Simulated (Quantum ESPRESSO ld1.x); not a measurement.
Problem. The table gives one normalised radial function P(r) = r R(r) (large component) of K12+ in [He] 2s2 2p3 (r in bohr). Calculated with ld1.x of Quantum ESPRESSO 7.5: Dirac Kohn-Sham, PBE, spin-unpolarised, spherical densities, point nucleus; open shells are shared between the two j in proportion to 2j + 1.

r           P
0.005739   0.1292
0.006419   0.1424
0.00718    0.1567
0.008031   0.1722
0.008911   0.1875
0.009967   0.2051
0.01115    0.2238
0.01247    0.2434
0.01395    0.2639
0.0156     0.2849
0.01745    0.3063
0.01936    0.3261
0.02166    0.3469
0.02422    0.3666
0.02709    0.3844
0.03031    0.3994
0.0339     0.4105
0.03791    0.4166
0.04207    0.4164
0.04705    0.4086
0.05263    0.3914
0.05887    0.3632
0.06585    0.3225
0.07365    0.2680
0.08238    0.1989
0.09141    0.1215
0.1022     0.0245
0.1144    -0.0848
0.1279    -0.2033
0.1431    -0.3261
0.16      -0.4466
0.179     -0.5566
0.1986    -0.6406
0.2221    -0.7016
0.2485    -0.7211
0.2779    -0.6895
0.3109    -0.5998
0.3477    -0.4492
0.3889    -0.2411
0.4315    -0.0057
0.4827     0.2765
0.5399     0.5648
0.6038     0.8306
0.6754     1.0447
0.7555     1.1818
0.845      1.2258
0.9376     1.1817
1.049      1.0552
1.173      0.8721
1.312      0.6652
1.468      0.4660
1.641      0.2977
1.836      0.1721
2.037      0.0938
2.279      0.0434
2.549      0.0176
2.851      0.0061

Which n and l does it have? It may be an empty orbital.

Solution. n = 3, l = 0: the number of nodes gives n - l - 1 = 2, the rise at small r points to l (this Dirac orbital starts as r^gamma with gamma = sqrt((l + 1)^2 - (Z/c)^2) = 0.99; the j = 1/2 orbital of l + 1 starts with the same power, but with a smaller coefficient, and then steepens), and the extent must fit the shell. The curve is that of 3s1/2. 3s1/2 (empty): eigenvalue -280.73 eV, 2 radial nodes at r = 0.105, 0.433 bohr, <r> = 0.891 bohr, 90 % of the charge inside 1.29 bohr.
